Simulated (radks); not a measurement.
These are the eigenvalues of the occupied orbitals of an atom or ion with whole-number occupations (eV). All-electron calculation, Dirac Kohn-Sham, PBE, spin-unpolarised, spherical densities, finite nucleus; Fermi nuclear charge, rms radius of each element as measured or else 0.836 A^(1/3) + 0.57 fm. Program: a radial shooting solver on a logarithmic mesh with Libxc functionals.

| orbital | eigenvalue |
|---|---|
| 1s1/2 | -58055.75 |
| 2s1/2 | -11835.37 |
| 2p1/2 | -11409.58 |
| 2p3/2 | -10543.14 |
| 3s1/2 | -4344.032 |
| 3p1/2 | -4172.748 |
| 3p3/2 | -3966.348 |
| 3d3/2 | -3700.517 |

Which element is it, and in what charge state? The configuration may be excited. Open shells, if any, fill j = l - 1/2 first.

Answer. Z = 67, holmium, charge +45: Ho45+ in [Ar] 3d4. The list shows which subshells hold electrons but not how many an open one holds; the 1s level, -2133.5 hartree, gives Z - s = 65.3 by -(Z - s)^2/2, which with screening and relativity narrows Z to a few neighbours, and the depths of the outer levels then fix element, charge and occupations together.
